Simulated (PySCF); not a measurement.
## From a computed spectrum to the compound

A species of 5 atoms with charge 0 has these harmonic modes (PBE0, small Gaussian bases with core potentials, PySCF 2.14.0):

| cm⁻¹ | km/mol | symmetry |
| --- | --- | --- |
| 56 | 0.0 | e |
| 56 | 0.0 | e |
| 74 | 3.3 | t2 |
| 74 | 3.3 | t2 |
| 74 | 3.3 | t2 |
| 202 | 0.0 | a1 |
| 244 | 28.1 | t2 |
| 244 | 28.1 | t2 |
| 244 | 28.1 | t2 |

Q: Which species is it, and in which structure?

A: PbBr4 (singlet):
```xyz
5

Pb    0.0000    0.0000    0.0000
Br    1.4791    1.4791    1.4791
Br   -1.4791   -1.4791    1.4791
Br    1.4791   -1.4791   -1.4791
Br   -1.4791    1.4791   -1.4791
```
Ideal gas at 298.15 K and 1 bar: S = 425.2 J/(mol K), Cp = 104.4 J/(mol K), H − H(0 K) = 25.8 kJ/mol (rigid rotor, harmonic modes, spin degeneracy alone; the modes under 60 cm⁻¹ make these uncertain). 
 The answer isn't unique; the calculation gave this one.
